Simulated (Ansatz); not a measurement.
Ansatz (a first-principles code) input:
A basis named .json is the Basis Set Exchange file of that set.

Ansatz 0.2 input:
```yaml
crystal:
  periodic: [false, false, false]
  atoms:
    - {symbol: B, position_ang: [-0.36869591, -0.07913788, 0.04959820]}
    - {symbol: Cl, position_ang: [0.16976519, 1.59931796, 0.03846288]}
    - {symbol: Cl, position_ang: [0.78595077, -1.39475376, -0.15830628]}
    - {symbol: N, position_ang: [-1.73375421, -0.36455856, 0.11790528]}
    - {symbol: H, position_ang: [-2.26741242, -0.52999206, 0.96400982]}
basis:
  gaussian:
    orbitals: aug-cc-pV_D+d_Z.json
magnetization: {spin_polarized: true, initial_magnetization: 1}
correlation: {method: ccsd_t, electrons: outside_noble_gas}
output: {forces: true}
```

Question: What final total energy does it print?

Answer: -999.39402 Eh (CCSD(T)/aug-cc-pV(D+d)Z). The basis has 119 functions.

It need not be the lowest isomer of its formula.
